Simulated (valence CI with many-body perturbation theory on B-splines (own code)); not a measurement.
Values are calculated unless marked as measured or tabulated.
Basis-set convergence for Mn20+

Method: valence CI with perturbative core correlation (CI+MBPT): three valence electrons over a frozen Dirac-Fock core [He], radial functions for each j: 9 s, 9 p, 8 d, 6 f, 3 g, 1 h, with the one-electron correlation potential Σ1, the two-electron term Σ2, the three-electron term Σ3, Breit, model QED; selected CI, second order for the rest, scaled by the run's own slope (own B-spline code, finite nucleus).

No measured spectrum was set against this ion. As an estimate, levels of excited configurations hold to 0.05 to 0.15 % of their energy, terms of the ground configuration to about 0.5 %.

The reference run has the lowest level 2s²2p ²P°_1/2 and an ionisation energy of 1643.45 eV. Its largest variational space holds 10690 state functions.

Names give the largest LS component (configuration and term), which can be under half, so a name can repeat, a term be missing and a line seem to break the LS rules; names also repeat where a configuration has a term twice.

Changed runs:
A. basis 6 s, 6 p, 5 d, 3 f, 1 g
B. basis 5 s, 5 p, 4 d, 2 f

Excitation energies of the reference run in cm⁻¹, and shifts in cm⁻¹:

```tsv
Level	Reference	A	B
2s²2p ²P°_3/2	99451	-2.3	-6.8
2s2p² ⁴P_1/2	379199	-138	-399
2s2p² ⁴P_3/2	424520	-150	-431
2s2p² ⁴P_5/2	470343	-134	-397
2s2p² ²D_3/2	687543	+125	+385
2s2p² ²D_5/2	704330	+114	+347
2s2p² ²P_1/2	806484	+173	+557
2s2p² ²S_1/2	911148	+187	+594
2s2p² ²P_3/2	925122	+149	+498
2p³ ⁴S°_3/2	1177170	-111	-321
2p³ ²D°_3/2	1310960	+114	+347
2p³ ²D°_5/2	1335070	+121	+349
Ionisation energy (eV)	1643.45	-0.017	-0.06
```
